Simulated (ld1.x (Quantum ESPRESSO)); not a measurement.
## arsenic (As) TM semilocal: all-electron and pseudo phase curves

- Element: arsenic
- Generator: ld1.x (Quantum ESPRESSO) 7.5
- Type: norm-conserving Troullier–Martins (semilocal form)
- Functional: LDA (PZ)
- Relativity: scalar-relativistic
- Frozen core: [Ar] 3d10
- Valence charge: 5
- Reference configuration: 4s2 4p0 (charge +3)
- Partial waves: 4s (bound): rc 1.35 bohr; 4p (bound, empty): rc 1.50 bohr; 4d channel at 0.45 Ry: rc 1.40 bohr
- Local potential: the d channel
- Core correction: a·sin(br)/r model core inside 1.30 bohr

The phase is arctan(r·u′/u) with u = r·R(r), unwrapped; energies in Ry, scanned from -5 to 5 Ry. A pole is an energy at which the radial function vanishes at the test radius. The pseudo phase is shifted by a multiple of π to meet the all-electron one at the reference energy, and phase errors are pseudo minus all-electron; the curves can meet again beyond the range given. Levels narrower than the energy grid can be missing from the lists of poles.

Q: For each channel, where are the poles, and over which energies does the pseudopotential scatter like the atom?

A:

| channel | radius (bohr) | reference energy (Ry) | poles, all-electron | poles, pseudo | unbroken range about the reference energy with phases within 0.05 rad | phase error 1 Ry above the reference energy (rad) |
| --- | --- | --- | --- | --- | --- | --- |
| s | 1.64 | -3.30 | 2.19 | 1.51 | below 2.7 | -0.005 |
| p | 1.64 | -2.44 | 4.11 | 3.04 | below 3.2 | -0.012 |
| d | 1.64 | 0.45 | none | 3.43 | -1.7 to 1.2 | -0.076 |

Phases in the d channel:

| E (Ry) | all-electron | pseudo |
| --- | --- | --- |
| -5.00 | 1.441 | 1.254 |
| -4.74 | 1.387 | 1.244 |
| -4.48 | 1.351 | 1.233 |
| -4.22 | 1.323 | 1.222 |
| -3.96 | 1.299 | 1.209 |
| -3.70 | 1.277 | 1.196 |
| -3.44 | 1.255 | 1.181 |
| -3.18 | 1.233 | 1.164 |
| -2.92 | 1.210 | 1.145 |
| -2.66 | 1.185 | 1.123 |
| -2.40 | 1.158 | 1.099 |
| -2.14 | 1.127 | 1.072 |
| -1.88 | 1.092 | 1.040 |
| -1.62 | 1.052 | 1.003 |
| -1.36 | 1.004 | 0.959 |
| -1.10 | 0.947 | 0.906 |
| -0.84 | 0.877 | 0.841 |
| -0.58 | 0.790 | 0.761 |
| -0.32 | 0.681 | 0.660 |
| -0.06 | 0.544 | 0.532 |
| 0.20 | 0.372 | 0.368 |
| 0.46 | 0.163 | 0.163 |
| 0.72 | -0.072 | -0.079 |
| 0.98 | -0.312 | -0.338 |
| 1.24 | -0.532 | -0.585 |
| 1.50 | -0.717 | -0.798 |
| 1.76 | -0.865 | -0.973 |
| 2.02 | -0.983 | -1.112 |
| 2.28 | -1.076 | -1.225 |
| 2.54 | -1.151 | -1.320 |
| 2.80 | -1.212 | -1.401 |
| 3.06 | -1.262 | -1.474 |
| 3.32 | -1.304 | -1.542 |
| 3.58 | -1.340 | -1.611 |
| 3.84 | -1.370 | -1.682 |
| 4.10 | -1.397 | -1.762 |
| 4.36 | -1.421 | -1.857 |
| 4.62 | -1.442 | -1.978 |
| 4.88 | -1.461 | -2.142 |
